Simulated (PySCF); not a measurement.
`C#[C][Ga@H-]1[O]C=CC=[O+]1`. Level of theory: PySCF, PBE0-D3(BJ)/def2-SVP geometry optimisation, gas phase.

```
atom  x, y, z in Å
C1     3.3428   -0.3207   -0.6325
C2     2.3696    0.1262   -0.0502
Ga3    0.8495    0.8490    0.8765
O4    -0.4051    1.4160   -0.5050
C5    -1.4055    0.7458   -0.8911
C6    -1.8642   -0.4626   -0.3591
C7    -1.2663   -1.0802    0.7426
O8    -0.2476   -0.6823    1.3773
H9     4.2036   -0.7125   -1.1454
H10    0.8563    1.8857    2.0302
H11   -1.9702    1.1843   -1.7338
H12   -2.7457   -0.9257   -0.8021
H13   -1.7242   -2.0117    1.1220
```

Problem. Work out the bond lengths C1≡C2, C1–H9, C2–Ga3, C5–H11, C7=O8 in Å.

Solution. For C1≡C2 the difference vector is (-0.9732, 0.4469, 0.5823) Å, of length 1.2190 Å. C1≡C2 1.219; C1–H9 1.076; C2–Ga3 1.921; C5–H11 1.105; C7=O8 1.264 Å.

Problem. What is the repulsion energy of the bare nuclei, Σ ZA·ZB/RAB?

Solution. 583.54 Eh over 78 pairs, with full nuclear charges and distances in bohr; the largest single term is 67.33 Eh (Ga3 with O8).

Problem. Give the dihedral angles C5–C6–C7–H13, O4–C5–C6–H12, C2–Ga3–O8–C7.

Solution. C5–C6–C7–H13 177° (antiperiplanar); O4–C5–C6–H12 180° (antiperiplanar); C2–Ga3–O8–C7 -99° (anticlinal). Dihedral signs follow IUPAC: positive where, seen along the central bond, the front bond turns clockwise onto the rear one.

Problem. How far apart are these pairs, which share no bond: C1···H12, C5···H10, C6···H13, H9···H10?

Solution. C1···H12 6.121 Å (6 bonds apart); C5···H10 3.866 Å (3 bonds apart); C6···H13 2.148 Å (2 bonds apart); H9···H10 5.295 Å (4 bonds apart).

Problem. What are the angles C2–Ga3–H10, C2–Ga3–O8, O4–C5–H11, C5–C6–H12, C5–C6–C7, O8–C7–H13?

Solution. From the scalar product of the two bond vectors; for C2–Ga3–H10 it is -1.8081 Å² over 1.9214 × 1.5511 Å², cos θ = -0.6067. C2–Ga3–H10 127.4°; C2–Ga3–O8 105.9°; O4–C5–H11 115.3°; C5–C6–H12 118.6°; C5–C6–C7 122.8°; O8–C7–H13 115.3°.

Problem. Where is the centre of mass (commonest isotopes), and what is the radius of gyration?

Solution. Mass 165.955 u; centre at (0.367, 0.348, 0.359) Å; Rg = √(Σ m r²/M) = 1.826 Å. As Ia + Ib + Ic = 2 Σ m r², the three principal moments sum to 1106.8 u·Å².

The point group is Cs within 0.08 Å; differences among equivalent distances and angles are scatter left by the optimiser. No PBE0-D3(BJ)/def2-SVP frequencies stand behind this structure, so it isn't proved a minimum.
